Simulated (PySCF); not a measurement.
Record of a relaxation.

Species: C2H6O3Si.
Bonds: O1–C2 (double), C2–C3, C3–O4, O4–Si5, Si5–O6. Hydrogens: H7 on C2; H8, H9 on C3; H10, H11 on Si5; H12 on O6.

Method: PBE0-D3(BJ)/def2-SVP geometry optimisation, gas phase (PySCF 2.14.0); density fitting, grid level 1; the optimiser is geomeTRIC in internal coordinates, started from a GFN2-xTB structure with every atom displaced at random (about 0.01 Å). 7 of its 12 geometries are shown. The frame can shift and turn from step to step; on so coarse a grid that alone can change the energy by a few meV, and forces under 0.02 eV/Å are noise.

Step 0: E = -16170.6515 eV, largest atomic force 3.512 eV/Å
```
atom  x, y, z in Å  |  force x, y, z in eV/Å
O1     -1.022    1.595   -0.224    0.413   0.770  -0.186
C2     -1.707    0.646    0.003    0.273  -0.905   0.137
C3     -1.154   -0.721    0.228    2.142   0.044   0.941
O4      0.270   -0.782    0.175   -3.274  -1.204   0.409
Si5     1.324    0.395   -0.164    0.744   1.337   0.356
O6      2.731   -0.378    0.044    1.590  -0.477   0.201
H7     -2.795    0.688    0.069   -0.960   0.299   0.007
H8     -1.558   -1.387   -0.521   -0.558  -0.589  -0.447
H9     -1.481   -1.058    1.243   -0.115   0.002  -0.448
H10     1.196    0.835   -1.531   -0.120   0.426  -0.916
H11     1.408    1.436    0.866   -0.079   0.452   0.089
H12     2.829   -1.297   -0.196   -0.056  -0.157  -0.142
```

Step 2: E = -16170.9190 eV, largest atomic force 0.367 eV/Å
```
atom  x, y, z in Å  |  force x, y, z in eV/Å
O1     -1.091    1.592   -0.201    0.096  -0.157  -0.047
C2     -1.741    0.584   -0.098   -0.200   0.078  -0.014
C3     -1.131   -0.765    0.136   -0.070  -0.026  -0.071
O4      0.223   -0.736    0.339    0.295   0.204  -0.079
Si5     1.374    0.453   -0.031   -0.128  -0.134   0.229
O6      2.804   -0.317    0.307    0.016  -0.002   0.038
H7     -2.856    0.607   -0.176   -0.010  -0.021  -0.010
H8     -1.413   -1.403   -0.733   -0.026   0.060   0.023
H9     -1.659   -1.217    1.002    0.044   0.015   0.007
H10     1.316    0.818   -1.475   -0.094  -0.017  -0.023
H11     1.352    1.618    0.882    0.071  -0.002  -0.017
H12     2.861   -1.239    0.040    0.006   0.002  -0.038
```

Step 4: E = -16170.9232 eV, largest atomic force 0.211 eV/Å
```
atom  x, y, z in Å  |  force x, y, z in eV/Å
O1     -1.095    1.574   -0.299    0.130  -0.129   0.106
C2     -1.740    0.569   -0.147   -0.194   0.044  -0.035
C3     -1.130   -0.767    0.156    0.100   0.109   0.065
O4      0.227   -0.722    0.365   -0.001   0.037   0.003
Si5     1.370    0.467    0.017    0.029  -0.077  -0.096
O6      2.803   -0.327    0.283    0.035  -0.019   0.054
H7     -2.853    0.582   -0.245   -0.058  -0.026  -0.008
H8     -1.405   -1.431   -0.691   -0.001  -0.036  -0.037
H9     -1.650   -1.192    1.039   -0.020   0.041  -0.025
H10     1.254    0.872   -1.412    0.028   0.004  -0.001
H11     1.412    1.601    0.968   -0.056   0.023  -0.002
H12     2.848   -1.230   -0.042    0.008   0.030  -0.026
```

Step 6: E = -16170.9306 eV, largest atomic force 0.040 eV/Å
```
atom  x, y, z in Å  |  force x, y, z in eV/Å
O1     -1.082    1.564   -0.252   -0.003   0.000  -0.003
C2     -1.747    0.568   -0.132    0.000   0.000  -0.001
C3     -1.132   -0.771    0.148    0.009  -0.002   0.001
O4      0.224   -0.723    0.357   -0.002   0.011  -0.004
Si5     1.367    0.463    0.003    0.004  -0.006   0.010
O6      2.805   -0.311    0.306   -0.015  -0.009   0.035
H7     -2.860    0.591   -0.236   -0.002  -0.002  -0.003
H8     -1.405   -1.429   -0.707   -0.002  -0.004   0.002
H9     -1.654   -1.204    1.025   -0.004   0.000   0.002
H10     1.274    0.845   -1.435   -0.004  -0.005  -0.005
H11     1.379    1.614    0.935    0.004   0.004  -0.007
H12     2.871   -1.213   -0.021    0.014   0.013  -0.027
```

Step 7: E = -16170.9316 eV, largest atomic force 0.034 eV/Å
```
atom  x, y, z in Å  |  force x, y, z in eV/Å
O1     -1.088    1.561   -0.249   -0.011   0.014  -0.018
C2     -1.751    0.563   -0.136    0.021  -0.009   0.003
C3     -1.133   -0.774    0.147   -0.002  -0.003   0.005
O4      0.222   -0.721    0.359   -0.014  -0.012   0.004
Si5     1.366    0.464    0.007    0.020   0.020   0.012
O6      2.805   -0.302    0.322   -0.022  -0.013   0.023
H7     -2.863    0.583   -0.246   -0.001  -0.001   0.001
H8     -1.401   -1.434   -0.707   -0.002  -0.007  -0.002
H9     -1.655   -1.207    1.024   -0.003  -0.002  -0.001
H10     1.280    0.838   -1.434   -0.008  -0.006  -0.003
H11     1.370    1.620    0.932    0.007   0.002  -0.003
H12     2.888   -1.195   -0.026    0.016   0.015  -0.020
```

Step 9: E = -16170.9339 eV, largest atomic force 0.082 eV/Å
```
atom  x, y, z in Å  |  force x, y, z in eV/Å
O1     -1.120    1.539   -0.285   -0.008   0.020  -0.029
C2     -1.768    0.532   -0.173    0.027  -0.022   0.004
C3     -1.135   -0.791    0.147   -0.021   0.008   0.009
O4      0.215   -0.716    0.380   -0.019  -0.058   0.020
Si5     1.356    0.469    0.040    0.038   0.072  -0.006
O6      2.806   -0.260    0.394   -0.028  -0.009  -0.021
H7     -2.877    0.529   -0.311    0.003   0.001   0.006
H8     -1.381   -1.475   -0.695    0.001  -0.002  -0.003
H9     -1.667   -1.209    1.026    0.000  -0.005  -0.004
H10     1.298    0.822   -1.409    0.000  -0.009   0.003
H11     1.323    1.635    0.951    0.000  -0.006   0.012
H12     2.990   -1.080   -0.073    0.007   0.009   0.010
```

Step 11: E = -16170.9343 eV, largest atomic force under 0.02 eV/Å
```
atom  x, y, z in Å  |  force x, y, z in eV/Å
O1     -1.130    1.519   -0.336    0.011  -0.003   0.002
C2     -1.770    0.509   -0.201   -0.002  -0.002   0.001
C3     -1.132   -0.803    0.150   -0.002   0.004   0.008
O4      0.216   -0.719    0.391   -0.005  -0.001  -0.017
Si5     1.347    0.481    0.059   -0.007  -0.002  -0.002
O6      2.802   -0.232    0.420    0.012   0.008   0.006
H7     -2.879    0.496   -0.341    0.001  -0.004  -0.003
H8     -1.370   -1.503   -0.682    0.004   0.001   0.001
H9     -1.670   -1.209    1.031    0.001   0.000   0.000
H10     1.305    0.834   -1.390   -0.003   0.001   0.001
H11     1.289    1.638    0.981   -0.007   0.002  -0.002
H12     3.031   -1.015   -0.089   -0.004  -0.004   0.005
```

Task: Summarise the path.

Result: The energy falls by 0.2828 eV from step 0 to step 11; nine tenths of that is first reached at step 1. It never rises by more than 0.2 meV. The largest force goes from 3.512 to under 0.02 eV/Å. Among the bonds O4–Si5 changes most, from 1.616 to 1.683 Å; the atoms move by 0.128 Å rms after alignment.

What follows is the cost of the whole optimisation. The run took 67 s of wall time on one thread of an Arm Neoverse V1, shared host, and the process peaked at 0.51 GiB of memory.
